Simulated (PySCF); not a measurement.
# [Sm(HCN)]2+ at several levels of theory

Computed with PySCF 2.14.0 (density fitting, no spin-orbit coupling) at the geometry relaxed with PBE0:

```xyz
4
[Sm(HCN)]2+ (singlet in the valence; each metal's 4f electrons, 6 of them, lie in its core potential, out of spins and levels)
Sm    0.0000    0.0000   -0.3643
N     0.0000    0.0000    2.1677
C     0.0000    0.0000    3.3213
H     0.0000    0.0000    4.4155
```

```json
{"level": "PBE0", "basis": "Sm lcecp-0-SVP with ECP52, N def2-SVP, C def2-SVP, H def2-SVP", "state": "singlet", "HOMO (eV)": "–", "gap (eV)": "–", "charge on Sm1 (e)": "1.78", "population of f-type functions on Sm1 (polarisation alone where 4f lies in the core)": "0.01", "dipole about the centre of mass (D)": "2.41", "largest force component (eV/Å)": "0.00"}
{"level": "B3LYP", "basis": "the same", "state": "singlet", "HOMO (eV)": "–", "gap (eV)": "–", "charge on Sm1 (e)": "1.76", "population of f-type functions on Sm1 (polarisation alone where 4f lies in the core)": "0.01", "dipole about the centre of mass (D)": "2.43", "largest force component (eV/Å)": "0.24"}
{"level": "PBE0", "basis": "Sm lcecp-0-TZVP with ECP52, N def2-TZVP, C def2-TZVP, H def2-TZVP", "state": "singlet", "HOMO (eV)": "–", "gap (eV)": "–", "charge on Sm1 (e)": "1.86", "population of f-type functions on Sm1 (polarisation alone where 4f lies in the core)": "0.01", "dipole about the centre of mass (D)": "2.50", "largest force component (eV/Å)": "1.08"}
```

In the lcecp rows the 4f levels are missing from HOMO and gap, and the state counts the valence alone.

Charges are Mulliken's, which hang on the basis. The relaxation used the grid (50, 194), these runs (75, 302) or, all-electron (x2c bases, spin-free X2C Hamiltonian), (99, 590).

**Question.** What does wB97X with Sm lcecp-0-SVP with ECP52, N def2-SVP, C def2-SVP, H def2-SVP give here?

**Answer.** state singlet, charge on Sm1 (e) 1.79, population of f-type functions on Sm1 (polarisation alone where 4f lies in the core) 0.01, dipole about the centre of mass (D) 2.31, largest force component (eV/Å) 0.29. Time: 2.2 s on 2 threads of Arm Neoverse V1, on a shared host, from an already converged density.

An lcecp potential fixes the number of 4f electrons, so in runs with it no electron can move into or out of that shell.
